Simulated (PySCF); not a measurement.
# Solvent effects on NMR parameters

Structure with atom numbers: `[BH2:1][CH2:2][CH2:3][CH3:4]`; H(Xn) means a hydrogen on atom n.

GIAO PBE0/pcSseg-1 in PySCF on one PBE0-D3(BJ)/def2-SVP conformer, non-relativistic, equivalent nuclei averaged. Solvents enter as an IEF-PCM continuum (cyclohexane with ε = 2.0, chloroform with ε = 4.7) around the gas-phase geometry. Shifts are referred to BF3·OEt2, TMS computed in the same medium.

Gas phase, δ in ppm: B1 92.1, C2 38.6, C3 24.3, C4 19.0, H(B1) 7.79, H(C2) 1.62, H(C3) 1.61, H(C4) 1.02. Dipole moment 0.64 D.

Problem. How does each δ change in the continuum?

Solution. 
```json
{"atoms": "B1", "environment": "boron bonded to C, 2 H", "Δδ, cyclohexane": "-0.2", "Δδ, chloroform": "-0.4"}
{"atoms": "C2", "environment": "sp3 CH2 bonded to B", "Δδ, cyclohexane": "+0.4", "Δδ, chloroform": "+0.7"}
{"atoms": "C3", "environment": "sp3 CH2", "Δδ, cyclohexane": "+0.2", "Δδ, chloroform": "+0.4"}
{"atoms": "C4", "environment": "methyl carbon", "Δδ, cyclohexane": "+0.1", "Δδ, chloroform": "+0.1"}
{"atoms": "H(B1)", "environment": "hydrogen on a boron bonded to C", "Δδ, cyclohexane": "-0.05", "Δδ, chloroform": "-0.10"}
{"atoms": "H(C2)", "environment": "hydrogen on an sp3 CH2 bonded to B", "Δδ, cyclohexane": "+0.05", "Δδ, chloroform": "+0.09"}
{"atoms": "H(C3)", "environment": "hydrogen on an sp3 CH2", "Δδ, cyclohexane": "0.00", "Δδ, chloroform": "0.00"}
{"atoms": "H(C4)", "environment": "hydrogen on a methyl carbon", "Δδ, cyclohexane": "0.00", "Δδ, chloroform": "-0.01"}
```

Changes are relative to the gas phase. The dipole moment becomes 0.71 D in cyclohexane, 0.76 D in chloroform.

Problem. Which nuclei move most (in ppm), and what does the model miss?

Solution. C2 (sp3 CH2 bonded to B, +0.7 ppm) in chloroform. A continuum only polarises the solute; specific hydrogen bonds, the anisotropy of aromatic solvents and changes of geometry or conformer are outside it.
